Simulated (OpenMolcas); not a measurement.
# BGeNH6 (SMILES B[NH][GeH3]): methods side by side

The species is BGeNH6 (9 atoms), meant as a singlet with charge 0. As SMILES, `B[NH][GeH3]`. Geometry: relaxed at PBE0-D4/def2-TZVP.

Each level gives the vertical ionisation energy (to the doublet cation) (eV). The values are calculated.

```csv
level,kind,program,value (eV),less CCSD(T)/6-31G*
HF/6-31G* (spherical functions),Hartree–Fock,OpenMolcas,9.11,-1.03
SVWN5/6-31G* (spherical functions),LDA,OpenMolcas,10.16,+0.02
BLYP/6-31G* (spherical functions),GGA,OpenMolcas,9.94,-0.20
revPBE/6-31G* (spherical functions),GGA,OpenMolcas,10.03,-0.11
M06-L/6-31G* (spherical functions),meta-GGA,OpenMolcas,10.20,+0.06
BHLYP/6-31G* (spherical functions),global hybrid,OpenMolcas,10.17,+0.03
B3LYP/6-31G* (Cartesian functions),global hybrid,OpenMolcas,10.25,+0.11
"CCSD(T)/6-31G* (spherical functions), open shells restricted",coupled cluster or CI,OpenMolcas,10.14,0.00
```

Differences are taken from CCSD(T)/6-31G* (spherical functions), open shells restricted for orientation; it has basis-set and higher-order errors of its own. All-electron rows without a relativistic Hamiltonian named are non-relativistic. The values span 9.11 to 10.25 eV. In the correlated wave-function rows the outer d shell of Ge is correlated, in sets not made for it.
